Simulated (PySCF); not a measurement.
C₃H₇NSi, SMILES C=C=CN[SiH3].

Coordinates come from a ωB97X-D3(BJ)/def2-SVP optimisation. This is a generated structure with no PubChem entry under its InChIKey; it may be hypothetical. One conformer was computed; it need not be the lowest.

The numbers are results of TDDFT-ωB97X/def2-SVPD (PySCF), not measurements.

Vertical excitations. The molecule is in vacuum. State labels are in the subgroup Cs.

### Question
List the lowest excited states. (An estimate is asked for; the answer gives what the named calculation found.)

### Answer

| state | symmetry | energy (eV) | λ (nm) | f | main pairs |
|---|---|---|---|---|---|
| S1 | A" | 4.47 | 277 | 0.000 | HOMO→LUMO 82 % |
| S2 | A" | 6.02 | 206 | 0.001 | HOMO→LUMO+1 47 %, HOMO→LUMO+3 24 %, HOMO→LUMO 13 % |
| S3 | A' | 6.39 | 194 | 0.315 | HOMO→LUMO+2 93 % |
| S4 | A" | 6.77 | 183 | 0.002 | HOMO→LUMO+4 72 %, HOMO→LUMO+5 14 % |
| S5 | A" | 6.94 | 179 | 0.005 | HOMO−1→LUMO+2 75 % |
| S6 | A" | 7.00 | 177 | 0.013 | HOMO→LUMO+1 20 %, HOMO→LUMO+5 18 %, HOMO→LUMO+6 16 %, HOMO→LUMO+3 16 % |
| S7 | A" | 7.18 | 173 | 0.003 | HOMO→LUMO+5 40 %, HOMO→LUMO+3 25 %, HOMO→LUMO+8 10 %, HOMO→LUMO+6 10 % |
| S8 | A' | 7.37 | 168 | 0.429 | HOMO−1→LUMO 71 %, HOMO→LUMO+7 12 % |
| S9 | A" | 7.52 | 165 | 0.000 | HOMO→LUMO+6 64 %, HOMO→LUMO+1 17 %, HOMO→LUMO+3 10 % |
| S10 | A' | 7.77 | 160 | 0.104 | HOMO→LUMO+7 59 %, HOMO−1→LUMO 13 %, HOMO−1→LUMO+4 11 % |
| T1 | A" | 4.17 | 298 | 0 | HOMO→LUMO 78 % |
| T2 | A' | 4.18 | 296 | 0 | HOMO→LUMO+2 74 % |
| T3 | A' | 4.62 | 268 | 0 | HOMO−1→LUMO 55 %, HOMO−1→LUMO+3 13 %, HOMO−1→LUMO+1 8 % |
| T4 | A" | 5.94 | 209 | 0 | HOMO→LUMO+1 35 %, HOMO→LUMO+3 27 %, HOMO→LUMO 17 %, HOMO→LUMO+5 10 % |
Triplets are in the Tamm–Dancoff approximation, which puts them higher than full response would, so one can lie above its singlet here.
